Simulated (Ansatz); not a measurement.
# Worked example: CH3Cl + C3H9AlO → CH4O + C3H8AlCl

Species: CH3Cl (chloromethane) `CCl`, singlet; C3H9AlO `C[CH](C)[AlH][OH]`, singlet; CH4O (methanol) `CO`, singlet; C3H8AlCl `C[CH](C)[AlH][Cl]`, singlet. The partners trade Cl for OH: C–Cl and Al–OH bonds give way to C–OH and Al–Cl.

Shapes, held fixed at every level: PBE0-D4/def2-TZVP. Flexible molecules stand in one conformer, not always the lowest. Programs: Ansatz 0.2.0. Electronic energies: no zero-point or thermal term.

At CCSD(T)/CBS estimate; 1 Eh = 2625.50 kJ/mol:

| species | energy (Eh) |
| --- | --- |
| CH3Cl | -499.632200 |
| C3H9AlO | -436.821316 |
| CH4O | -115.617125 |
| C3H8AlCl | -820.836015 |

**Question.** Work out ΔE of the reaction at this level.

**Answer.** 
1. Products less reactants: (-115.617125) + (-820.836015) − [(-499.632200) + (-436.821316)] = 0.000376 Eh = +1.0 kJ/mol.

Other levels give -4.3 (BHLYP-D4/def2-TZVPP) to +2.6 kJ/mol (B2PLYP/def2-TZVPP). No measured value is set beside it here. The CBS estimate extrapolates MP2 from def2-TZVPP and def2-QZVPP and adds CCSD(T) − MP2 in the triple-zeta set, cores frozen. The levels disagree on the sign, so it isn't settled. That is about zero within the method's error.
